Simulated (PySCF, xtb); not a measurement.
BI2, SMILES I[B]I (connectivity only; charge and spin as stated), charge +1, multiplicity 1.

GFN2-xTB (xtb) at its own geometry gives an orbital gap of 3.77 eV.

Geometry optimised at B3LYP-D3(BJ)/def2-TZVP. The spin state was assumed, not searched. The isomer is the one that the SMILES or the coordinates give; other isomers of the formula were not compared. The def2 effective core potentials stand for the cores of I; spin–orbit coupling is left out.

Question: What does PySCF with B3LYP/def2-TZVPD give? (The exact figures need the calculation; the answer reports its results.)

Answer: gap 5.47 eV (levels -13.47 and -8.00 eV).
